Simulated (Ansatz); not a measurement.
**Which is lower?**

The two ends of one reaction step of BSiH6O2F, closed shell (PBE0-D4/def2-TZVP).

A:

```xyz
11
angstrom
B -0.1955 1.9802 -0.1872
F 0.0775 3.2840 -0.2274
O -1.0839 1.4864 -1.0748
O 0.4161 1.1800 0.7318
H 1.2958 -1.4274 -0.7215
Si 0.2077 -2.0198 0.0922
H -1.2172 0.5394 -0.9705
H 1.0262 1.6554 1.3000
H 0.0683 -3.4604 -0.2422
H -1.0811 -1.3506 -0.2394
H 0.4860 -1.8672 1.5390
```

B:

B1  (-0.833, 0.611, 0.102)
F2  (2.495, 0.722, -0.580)
O3  (-2.162, 0.741, 0.354)
O4  (-0.101, 1.718, -0.161)
H5  (2.203, -0.156, -0.438)
Si6  (-0.157, -1.316, 0.174)
H7  (-2.450, 1.661, 0.316)
H8  (0.838, 1.567, -0.332)
H9  (1.313, -1.445, -0.140)
H10  (-0.835, -2.188, -0.821)
H11  (-0.310, -1.915, 1.525)
(Å)

Program: Ansatz 0.2.0. Basis: def2-TZVPP. Cores are frozen in the correlated methods. B3LYP uses VWN-RPA correlation.

Question: Which structure is lower at CCSD(T), and by how much? (An estimate is asked for; the value comes from the calculation.)

Answer: Computed: A, by 1.549 eV (electronic energy, against the other). By their contacts, A is a complex of BH₂O₂F ([OH][B]([OH])[F]) + SiH₄ and B is a complex of BSiH₅O₂ ([OH][B]([OH])[SiH3]) + HF.

All methods give the same order:

| method | E(B) − E(A) (eV) |
| --- | --- |
| SPW92 | 1.215 |
| PBE-D4 | 1.274 |
| BLYP-D4 | 1.422 |
| r2SCAN-D4 | 1.506 |
| B97M-V | 1.578 |
| PBE0-D4 | 1.402 |
| B3LYP-D4 | 1.516 |
| r2SCAN0-D4 | 1.565 |
| BHLYP-D4 | 1.666 |
| CAM-B3LYP-D4 | 1.572 |
| wB97X-V | 1.522 |
| wB97M-V | 1.557 |
| B2PLYP | 1.565 |
| PBE-QIDH | 1.522 |
| RPA on PBE | 1.551 |
| HF | 1.988 |
| MP2 | 1.556 |
| CCSD | 1.614 |
| CCSD(T) | 1.549 |

T1 diagnostic: at most 0.013.

Labels in which every atom is bracketed show which atoms are joined, not bond orders.

For scale, one of the runs: CCSD(T)/def2-TZVPP, 250 basis functions, launched by `ansatz run in.yaml --threads 8 --pin off --events-out ev --progress --plain --max-ram 19148MiB`. The run took 81 s on 8 CPU threads of an Arm Neoverse V1 (shared host), with 5.6 GiB of host memory at its peak.
